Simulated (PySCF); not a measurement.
Radial density of P²⁺ (phosphorus, charge +2)

UHF, [Ne] 3s1 3p2, high-spin 4P determinant (an excited configuration). All numbers are calculated (PySCF 2.14, scalar relativity by spin-free X2C-1e, in x2c-TZVPPall).

| r (bohr) | 4πr²ρ (e/bohr) | 4πr²(ρα − ρβ) |
| --- | --- | --- |
| 0.00186 | 0.1028 | 0.0003 |
| 0.00313 | 0.2757 | 0.0009 |
| 0.00526 | 0.7064 | 0.0023 |
| 0.00885 | 1.752 | 0.0058 |
| 0.0149 | 4.054 | 0.0133 |
| 0.0251 | 8.346 | 0.0273 |
| 0.0421 | 14.05 | 0.0459 |
| 0.0709 | 17.10 | 0.0595 |
| 0.119 | 13.48 | 0.0889 |
| 0.201 | 11.10 | 0.2564 |
| 0.337 | 15.77 | 0.4090 |
| 0.567 | 11.01 | 0.0207 |
| 0.954 | 2.592 | 0.6203 |
| 1.60 | 1.949 | 1.9060 |
| 2.70 | 0.6776 | 0.6776 |
| 4.54 | 0.01903 | 0.0190 |
| 7.64 | 4.451e-05 | 0.0000 |

Densities and radii are taken from the X2C orbitals without a picture-change correction, which distorts them close to the nucleus.
